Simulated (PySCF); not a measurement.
Isomers of C7H13F. Method used: PBE0-D3(BJ)/def2-SVP geometry optimisation, gas phase (PySCF 2.14.0). One conformer each; no zero-point energy, no entropy. No frequencies were run at this level. Point groups hold within 0.08 Å.

Question: Order them by energy at this level, lowest first, and give relative energies in kcal/mol.
A. `[CH3:1][C@@H:2]1[C@H:3]([CH3:4])[CH2:5][CH2:6][C@@H:7]1[F:8]` with C1–C2–C3–C4 -48°, C2–C3–C5–C6 36°, C3–C5–C6–C7 -18°, C5–C6–C7–F8 110°
B. `CC(C)(C)[C@@H]1C[C@@H]1F`
C. `F[C@H]1[C@@H](C1)C(C)(C)C`
D. `[CH3:1][CH2:2][CH2:3]/[C:4]([CH3:5])=[CH:6]/[CH2:7][F:8]` with C1–C2–C3–C4 177°, C2–C3–C4–C5 63°, C4–C6–C7–F8 132°
E. `[CH2:1]=[C:2]([CH2:3][F:4])[C@@H:5]([CH3:6])[CH2:7][CH3:8]` with C1–C2–C3–F4 -1°, C1–C2–C5–C6 114°, C2–C5–C7–C8 57°
F. `[CH2:1]=[C:2]([F:3])[CH2:4][C@H:5]([CH3:6])[CH2:7][CH3:8]` with C1–C2–C4–C5 -118°, C2–C4–C5–C6 -169°, C4–C5–C7–C8 -172°
G. `[CH3:1][C@@H:2]1[C@@H:3]([CH3:4])[CH2:5][CH2:6][C@@H:7]1[F:8]` with C1–C2–C3–C4 67°, C2–C3–C5–C6 34°, C3–C5–C6–C7 -12°, C5–C6–C7–F8 101°
H. `[CH3:1][C:2]([CH3:3])=[C:4]([CH3:5])[CH2:6][CH2:7][F:8]` with C2–C4–C6–C7 95°, C4–C6–C7–F8 176°

Answer: G (0.0), A (1.2), F (20.5), H (23.5), D (25.4), E (25.9), C (27.0), B (27.5).

As drawn, the highest has a three-membered ring and a quaternary carbon, which the lowest lacks. Neighbours under 2.5 kcal/mol apart (C[C@@H]1[C@@H](C)CC[C@@H]1F and C[C@@H]1[C@H](C)CC[C@@H]1F; CC(C)=C(C)CCF and CCC/C(C)=C/CF; CCC/C(C)=C/CF and C=C(CF)[C@@H](C)CC; C=C(CF)[C@@H](C)CC and CC(C)(C)[C@@H]1C[C@H]1F; others) can change places with a better method, another conformer or zero-point energy. C[C@@H]1[C@@H](C)CC[C@@H]1F and C[C@@H]1[C@H](C)CC[C@@H]1F are stereoisomers, 1.2 kcal/mol apart in the conformers taken. CC(C)(C)[C@@H]1C[C@H]1F and CC(C)(C)[C@@H]1C[C@@H]1F are stereoisomers, 0.5 kcal/mol apart in the conformers taken.

| SMILES | E (Eh) | E rel (kcal/mol) | dipole (D) | point group | A, B, C (MHz) |
| --- | --- | --- | --- | --- | --- |
| C[C@@H]1[C@@H](C)CC[C@@H]1F | -373.74344 | 0.0 | 1.58 | C1 | 2584, 1977, 1315 |
| C[C@@H]1[C@H](C)CC[C@@H]1F | -373.74148 | 1.2 | 1.62 | C1 | 2341, 2140, 1632 |
| C=C(F)C[C@H](C)CC | -373.71081 | 20.5 | 1.34 | C1 | 2930, 1162, 1030 |
| CC(C)=C(C)CCF | -373.70597 | 23.5 | 2.11 | C1 | 3235, 1092, 881.7 |
| CCC/C(C)=C/CF | -373.70304 | 25.4 | 2.40 | C1 | 4701, 760.1, 693.7 |
| C=C(CF)[C@@H](C)CC | -373.70211 | 25.9 | 1.98 | C1 | 2445, 1350, 1175 |
| CC(C)(C)[C@@H]1C[C@H]1F | -373.70042 | 27.0 | 1.73 | C1 | 3256, 1306, 1214 |
| CC(C)(C)[C@@H]1C[C@@H]1F | -373.69956 | 27.5 | 1.43 | C1 | 2975, 1582, 1414 |

Question: How do the relative energies change in single points at HF/pcSseg-1 (no added dispersion term) on the same geometries?

Answer: 
```json
{"SMILES": "C[C@@H]1[C@@H](C)CC[C@@H]1F", "PBE0-D3(BJ)/def2-SVP (kcal/mol)": "0.0", "HF/pcSseg-1 (kcal/mol)": "0.0", "shift": "0.0"}
{"SMILES": "C[C@@H]1[C@H](C)CC[C@@H]1F", "PBE0-D3(BJ)/def2-SVP (kcal/mol)": "1.2", "HF/pcSseg-1 (kcal/mol)": "2.2", "shift": "+1.0"}
{"SMILES": "C=C(F)C[C@H](C)CC", "PBE0-D3(BJ)/def2-SVP (kcal/mol)": "20.5", "HF/pcSseg-1 (kcal/mol)": "15.7", "shift": "-4.8"}
{"SMILES": "CC(C)=C(C)CCF", "PBE0-D3(BJ)/def2-SVP (kcal/mol)": "23.5", "HF/pcSseg-1 (kcal/mol)": "18.2", "shift": "-5.3"}
{"SMILES": "CCC/C(C)=C/CF", "PBE0-D3(BJ)/def2-SVP (kcal/mol)": "25.4", "HF/pcSseg-1 (kcal/mol)": "17.5", "shift": "-7.9"}
{"SMILES": "C=C(CF)[C@@H](C)CC", "PBE0-D3(BJ)/def2-SVP (kcal/mol)": "25.9", "HF/pcSseg-1 (kcal/mol)": "19.2", "shift": "-6.7"}
{"SMILES": "CC(C)(C)[C@@H]1C[C@H]1F", "PBE0-D3(BJ)/def2-SVP (kcal/mol)": "27.0", "HF/pcSseg-1 (kcal/mol)": "27.8", "shift": "+0.8"}
{"SMILES": "CC(C)(C)[C@@H]1C[C@@H]1F", "PBE0-D3(BJ)/def2-SVP (kcal/mol)": "27.5", "HF/pcSseg-1 (kcal/mol)": "29.2", "shift": "+1.7"}
```

Each column counts from its own lowest isomer. The lowest isomer stays, but the order above it changes; the largest shift is 7.9 kcal/mol.

Question: As an exercise, what shares would exp(−E/RT) give at 500 K from these electronic energies alone (no entropy, no degeneracies)?

Answer: RT = 0.994 kcal/mol: C[C@@H]1[C@@H](C)CC[C@@H]1F 77.5 %, C[C@@H]1[C@H](C)CC[C@@H]1F 22.5 %, C=C(F)C[C@H](C)CC under 0.1 %, CC(C)=C(C)CCF under 0.1 %, CCC/C(C)=C/CF under 0.1 %, C=C(CF)[C@@H](C)CC under 0.1 %, CC(C)(C)[C@@H]1C[C@H]1F under 0.1 %, CC(C)(C)[C@@H]1C[C@@H]1F under 0.1 %.
